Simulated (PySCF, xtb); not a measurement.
C5H7FO, SMILES CO[C@@]1(C=CC1)F. The values are those of a single conformer.

Harmonic wavenumbers (cm⁻¹) from GFN2-xTB (xtb 6.7.1) at its own minimum, in rising order: 59, 145, 177, 281, 319, 427, 475, 517, 663, 784, 830, 896, 905, 1005, 1021, 1027, 1036, 1081, 1126, 1130, 1154, 1188, 1223, 1280, 1401, 1439, 1464, 1479, 1652, 2927, 2948, 3003, 3016, 3034, 3127, 3147.

Q: What does PySCF with PBE-D3(BJ)/def2-SVP give at its own minimum? (An estimate is asked for; the answer gives what the named calculation found.)

A: 90, 160, 192, 294, 330, 444, 461, 510, 651, 734, 832, 883, 931, 948, 1009, 1032, 1039, 1102, 1135, 1143, 1166, 1188, 1228, 1287, 1388, 1409, 1416, 1436, 1600, 2920, 2983, 2986, 3047, 3074, 3120, 3150. Paired by order, the mean absolute difference is 19 cm⁻¹ and the zero-point energies are 67.7 and 67.6 kcal/mol.
